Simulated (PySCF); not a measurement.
# Computed properties of CF₂I, SMILES I[C](F)F

CF₂I, SMILES F[C](F)I (connectivity only; charge and spin as stated), charge +1, multiplicity 1. The structure is a stationary point at B3LYP-D3(BJ)/def2-SVP. The spin state was assumed, not searched. The isomer is the one that the SMILES or the coordinates give; other isomers of the formula were not compared. The def2 effective core potentials stand for the cores of I; spin–orbit coupling is left out. The values are those of a single conformer. All values are computed for the isolated molecule unless a solvent is named; none is compared with measurement here.

**Structure.** The optimised structure has C2v symmetry. All 6 harmonic modes at B3LYP-D3(BJ)/def2-SVP (PySCF) are real, so it is a minimum. With heavy atoms numbered as in [F:1][C:2]([F:3])[I:4], the shortest bond between them is F1–C2 at 1.258 Å and the longest C2–I4 at 2.016 Å.

**Vibrations.** The strongest infrared lines (harmonic, unscaled, degenerate partners summed) lie at 1366 cm⁻¹ (632 km/mol, C 65 %, F 35 %), 1508 cm⁻¹ (267 km/mol, C 70 %, F 30 %), 720 cm⁻¹ (32 km/mol, F 77 %, C 21 %). The softest mode is at 307 cm⁻¹ and the zero-point energy is 6.9 kcal/mol.

**Electronic structure.** CAM-B3LYP/def2-TZVPD (PySCF) places the frontier levels at -16.03 and -8.51 eV, a gap of 7.52 eV and a mean polarisability of 40.9 bohr³.

**Excitations.** TDDFT-M06-2X/def2-SVPD (PySCF) has S1 at 3.64 eV (341 nm, f = 0.000, dark); the most intense of the 10 singlets computed lies at 9.49 eV (f = 0.15). T1 (TDA) is at 3.44 eV. No vertical singlet excitation falls in the visible range (under 3.1 eV).
